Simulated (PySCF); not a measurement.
CH6AlFGe, SMILES [CH3][Al]([GeH3])[F]. Atoms are numbered in the order given.

```xyz
10

Al     0.3183     0.5457    -0.8557
F      1.9603     0.5399    -1.1831
Ge    -0.3766    -0.7218     1.1438
H     -0.3753    -2.2425     0.8746
H      0.5551    -0.4819     2.3489
H     -1.8084    -0.3524     1.5875
C     -0.8256     1.5144    -2.0925
H     -1.8647     1.5992    -1.7386
H     -0.8447     1.0040    -3.0709
H     -0.4376     2.5306    -2.2741
```

Geometry: PBE0-D3(BJ)/def2-SVP. The structure was generated by enumeration; whether it is a known compound was not checked.

Two levels are set side by side: PBE/pcSseg-1 (PySCF) and PBE0/pcSseg-1 (PySCF). GIAO shifts against CFCl3 (¹⁹F), GeH4 (⁷³Ge), TMS (¹H), TMS (¹³C) at the same level; non-relativistic, no solvent, atoms listed together averaged. Differences are taken from unrounded values.

| quantity | PBE |
|---|---|
| δ(¹⁹F) of F2 (ppm) | -111.8 |
| δ(⁷³Ge) of Ge3 (ppm) | -97.9 |
| δ(¹³C) of C7 (ppm) | -1.9 |

Problem. These are the PBE values. What does PBE0 give? (Estimate from the structure and the level; the computed values follow.)

Solution. 
| quantity | PBE0 | PBE minus PBE0 |
|---|---|---|
| δ(¹⁹F) of F2 (ppm) | -112.7 | 0.9 |
| δ(⁷³Ge) of Ge3 (ppm) | -96.8 | -1.1 |
| δ(¹³C) of C7 (ppm) | -2.4 | 0.5 |

Rough cost on one machine, each run with all the roots and properties that it gave: PBE0 against PBE within a factor of 2.
